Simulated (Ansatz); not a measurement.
Mulliken charges of C3H2ClF3 (`F/C(Cl)=C\C(F)F`) from B3LYP/def2-TZVPP in Ansatz (PBE0-D4/def2-TZVP geometry).

```tsv
atom	x (Å)	y (Å)	z (Å)	charge (e)
F1	0.371	-1.193	1.593	-0.164
C2	0.836	-0.947	0.379	0.253
Cl3	2.175	-1.923	-0.006	-0.032
C4	0.303	-0.041	-0.423	-0.182
C5	-0.868	0.783	-0.032	0.324
F6	-1.883	0.590	-0.915	-0.204
F7	-0.545	2.102	-0.094	-0.204
H8	0.725	0.118	-1.405	0.128
H9	-1.241	0.569	0.972	0.082
```

**Question.** By hand: the dipole of these point charges (1 e Å = 4.8032 D).

**Answer.** Σ q r = (0.231, -0.209, 0.007) e Å, of length 0.312 e Å = 1.50 D.

**Question.** How does the dipole of the full density compare? (Estimate.)

**Answer.** Ansatz gave: (0.210, -0.213, 0.050) e Å, 1.46 D; the point charges give 1.03 times that, at 9° from its direction.

Point charges leave out the atoms' own dipoles, such as those of lone pairs, and Mulliken's split depends on the basis, so the close match here is no proof of good charges.

B3LYP here is the variant with VWN-RPA as its local correlation; programs differ in this.
